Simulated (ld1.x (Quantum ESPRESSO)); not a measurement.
# C: excitation energies, all-electron against PAW

carbon (C), PAW, made with ld1.x (Quantum ESPRESSO) 7.5 (PBEsol, scalar-relativistic). Core [He], reference 2s2 2p0 (charge +2). Waves: 2s (bound): rcut 0.70, rcutus 0.95 bohr; 2s channel at -0.35 Ry: rcut 0.70, rcutus 0.95 bohr; 2p (bound, empty): rcut 1.90, rcutus 2.50 bohr; 2p channel at 0.95 Ry: rcut 1.90, rcutus 2.50 bohr. Local part: all-electron potential smoothed inside 1.00 bohr (lloc = -1). Core correction: Bessel-smoothed model core, default radius (core density twice the valence density). Augmentation charge: PSQ, inside the norm-conserving radii.

Energies are relative to the spin-unpolarised reference configuration 2s2 2p0; without spin polarisation the order of configurations can differ from experiment.

Problem. Give the all-electron excitation energy and the error of the potential for: 2s2 2p2; 2s2 2p1; 2s1 2p0; 2s0 2p4; 2s1 2p2; 2s2 2p2.3; 2s1 2p3.

Solution.

| valence configuration | charge | ΔE all-electron (eV) | error AE − PS (meV) |
| --- | --- | --- | --- |
| 2s2 2p2 | 0 | -34.807 | +30 |
| 2s2 2p1 | +1 | -24.019 | +3.3 |
| 2s1 2p0 | +3 | 47.964 | -6.5 |
| 2s0 2p4 | 0 | -17.935 | +49 |
| 2s1 2p2 | +1 | -15.305 | +7.8 |
| 2s2 2p2.3 | -0.3 | -35.951 | +43 |
| 2s1 2p3 | 0 | -26.381 | +43 |
